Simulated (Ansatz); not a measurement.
Geometry optimisation, RHF/def2-SVP (Ansatz 0.2.0).

input.yaml

```yaml
crystal:
  periodic: [false, false, false]
  atoms:
    - { symbol: B, position_ang: [0.02316, -0.512378, -0.320907] }
    - { symbol: H, position_ang: [0.003361, 0.291773, 1.93561] }
    - { symbol: H, position_ang: [1.062165, 0.039041, -0.468104] }
    - { symbol: H, position_ang: [-1.048162, -0.025521, -0.467739] }
    - { symbol: Br, position_ang: [0.078994, -2.460217, 0.128418] }
    - { symbol: H, position_ang: [0.016481, -0.417998, 1.981922] }
basis:
  gaussian: { orbitals: def2-SVP }
hamiltonian:
  xc: hf
relax:
  f_tol: 0.03
  max_steps: 50
```

Launched with:

```bash
$ ansatz run input.yaml --threads 1 --pin off --max-ram 2048MiB --backend cpu --events-out ev --progress --plain --runs-dir out
```

Problem. Where does it end, and by what steps?

Solution. It converged. The force dipped under the threshold on the way, but the program's further checks kept it going. After 7 steps the energy has fallen by 0.238 eV; H6 moved furthest, 0.89 Å.

```csv
step,energy less start (eV),largest force component (eV/Å),accepted
0,0.0000,1.595,yes
1,-0.1660,0.580,yes
2,-0.2124,0.363,yes
3,-0.2308,0.123,yes
4,-0.2356,0.017,yes
5,-0.2371,0.058,yes
6,-0.2377,0.055,yes
7,-0.2379,0.027,yes
```

```xyz
6
Properties=species:S:1:pos:R:3
B 0.028 -0.709 -0.699
H -0.008 0.631 2.659
H 1.060 -0.122 -0.785
H -1.037 -0.184 -0.785
Br 0.084 -2.600 -0.412
H 0.008 -0.100 2.811
```

Whether the end is a true minimum wasn't checked by a vibrational analysis.

Run time: 6.6 s on 1 thread of Arm Neoverse V2, with other jobs on the host, peak memory 0.11 GiB.
